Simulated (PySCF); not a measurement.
Ge (germanium, neutral): UHF calculation

Configuration: [Ar] 3d10 4s2 4p2, high-spin 3P determinant. All numbers are calculated (PySCF 2.14, the spin-free X2C one-electron Hamiltonian (Gaussian nucleus), in aug-cc-pVQZ-DK).

| Property | Result |
| --- | --- |
| Total energy | -2097.056854 hartree |
| One-electron energy | -2922.7353 hartree |
| Hartree (Coulomb) energy | 904.2854 hartree |
| Exchange energy | -78.6069 hartree |
| ⟨S²⟩ | 2.0108 |
| ⟨L²⟩ | 2.031 |
| Sum of ⟨r⟩ | 24.07 bohr |
| Sum of ⟨r²⟩ | 41.10 bohr² |
| Traceless quadrupole moment −½Σ⟨3z² − r²⟩ along its main axis | 3.92 e·bohr² |
| Langevin diamagnetic susceptibility | -32.6 ×10⁻⁶ cm³/mol |

```
shell  electrons  mean orbital energy (eV)  spread (eV)  rms radius, mean of both spins (bohr)
 1s α          1                  -11178.8            0                                 0.0542
 1s β          1                  -11178.7            0                                 0.0542
 2s α          1                   -1453.9            0                                  0.227
 2s β          1                   -1453.9            0                                  0.227
 2p α          3                   -1266.0        0.020                                  0.203
 2p β          3                   -1265.9        0.103                                  0.203
 3s α          1                   -201.51            0                                  0.668
 3s β          1                   -201.36            0                                  0.668
 3p α          3                   -141.82        0.005                                  0.701
 3p β          3                   -141.59        0.389                                  0.701
 3d α          5                   -43.542        0.259                                  0.815
 3d β          5                   -43.441        0.401                                  0.815
 4s α          1                   -17.482            0                                   2.36
 4s β          1                   -13.408            0                                   2.36
 4p α          2                    -7.890            0                                   3.09
```

Densities and radii are taken from the X2C orbitals without a picture-change correction, which distorts them close to the nucleus.

Spin-orbit constants ζ (cm⁻¹) from the X2C one-electron operator on these orbitals: bare nucleus, nucleus screened by l(l+1)(2l+1)/3 electrons, and screened by the Breit-Pauli mean field of the electrons.

| shell | bare | screened nucleus | mean field |
| --- | --- | --- | --- |
| 2p | 177700 | 166600 | n/a |
| 3p | 23600 | 22130 | n/a |
| 3d | 2605 | 1791 | n/a |
| 4p | 912.6 | 855.5 | n/a |

To first order the Landé constant is A = 427.8 cm⁻¹, so the lowest level has J = 0 and lies 0.106 eV below the centre of the term. This holds in LS coupling only.
